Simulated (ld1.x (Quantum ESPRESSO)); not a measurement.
**Which change was made? (V, RRKJ)**

ld1.x (Quantum ESPRESSO) 7.5 input, shortened:

```
&input
   title='V', zed=23., rel=1, dft='PZ', iswitch=3,
   config='[Ar] 3d3 4s1.75 4p0.25'
 /
 &inputp
   pseudotype=2, tm=.false., rho0=0.001, lloc=0,
   nlcc=.true., rcore=0.75
 /
3
4P  2  1   0.25   0.00  3.95  3.95  0.0
3D  3  2   3.00   0.00  1.40  1.40  0.0
4S  1  0   1.75   0.00  2.50  2.50  0.0
 &test
   configts(1)='3d3 4s1.75 4p0.25'
 /
```

Cutoffs, loose and tight: the cutoffs (Ry, on a coarse ladder) from which the occupation-weighted sum of valence levels, in a spherical-Bessel basis at the reference potential, stays within 10 and 1 mRy of its value at 400 Ry. They do not see the model core or the augmentation charge, which bear on the density cutoff. Test errors are all-electron minus pseudo excitation energies from the reference, over the configurations 3d3 4s2 4p0; 3d3 4s1 4p0; 3d3 4s0 4p0; 3d4 4s0 4p0; 3d3.5 4s1.5 4p0; 3d3 4s1 4p1; 3d3 4s0 4p1 (two spin-polarised tests are not counted in the largest error); variants that change the core or the reference have their own tests. The largest error is taken over the tests solved by every variant that gives reliable tests at all, those not shown here included: 3d3 4s0 4p0; 3d3 4s0 4p1; 3d3 4s1 4p0; 3d3 4s1 4p1; 3d3 4s2 4p0; 3d3.5 4s1.5 4p0; 3d4 4s0 4p0.

The base gives: outcome: generated; cutoff, loose: 80 Ry; cutoff, tight: 90 Ry; bound ghosts: none; largest test error (meV): -364.

(1) After one change the result is: outcome: generated; cutoff, loose: 80 Ry; cutoff, tight: 90 Ry; bound ghosts: none; largest test error (meV): -538. Which change was it?
A. reference 3d3 4s2 4p0
B. wave 3d (bound): rc 1.40 bohr becomes 3d (bound): rc 1.12 bohr
C. type PAW; waves now 4s (bound): rcut 2.15, rcutus 2.50 bohr; 4s channel at 1.25 Ry: rcut 2.15, rcutus 2.50 bohr; 4p (bound): rcut 3.45, rcutus 3.95 bohr; 4p channel at 1.85 Ry: rcut 3.45, rcutus 3.95 bohr; 3d (bound): rcut 1.20, rcutus 1.40 bohr; 3d channel at 4 Ry: rcut 1.20, rcutus 1.40 bohr; local potential all-electron potential smoothed inside 2.10 bohr (lloc = -1); augmentation BESSEL, radius 1.30 bohr; rho0 0
D. all radii but the core radius scaled by about 0.85 (s 2.14, p 3.36, d 1.20 bohr)

Results:

(1) A. The others give: wave 3d (bound): rc 1.40 bohr becomes 3d (bound): rc 1.12 bohr → outcome: generated; cutoff, loose: 120 Ry; cutoff, tight: 140 Ry; bound ghosts: none; largest test error (meV): -392 | all radii but the core radius scaled by about 0.85 (s 2.14, p 3.36, d 1.20 bohr) → outcome: generated; cutoff, loose: 100 Ry; cutoff, tight: 120 Ry; bound ghosts: none; largest test error (meV): -363 | type PAW; waves now 4s (bound): rcut 2.15, rcutus 2.50 bohr; 4s channel at 1.25 Ry: rcut 2.15, rcutus 2.50 bohr; 4p (bound): rcut 3.45, rcutus 3.95 bohr; 4p channel at 1.85 Ry: rcut 3.45, rcutus 3.95 bohr; 3d (bound): rcut 1.20, rcutus 1.40 bohr; 3d channel at 4 Ry: rcut 1.20, rcutus 1.40 bohr; local potential all-electron potential smoothed inside 2.10 bohr (lloc = -1); augmentation BESSEL, radius 1.30 bohr; rho0 0 → outcome: generated; cutoff, loose: 50 Ry; cutoff, tight: 80 Ry; bound ghosts: none; largest test error (meV): -129.
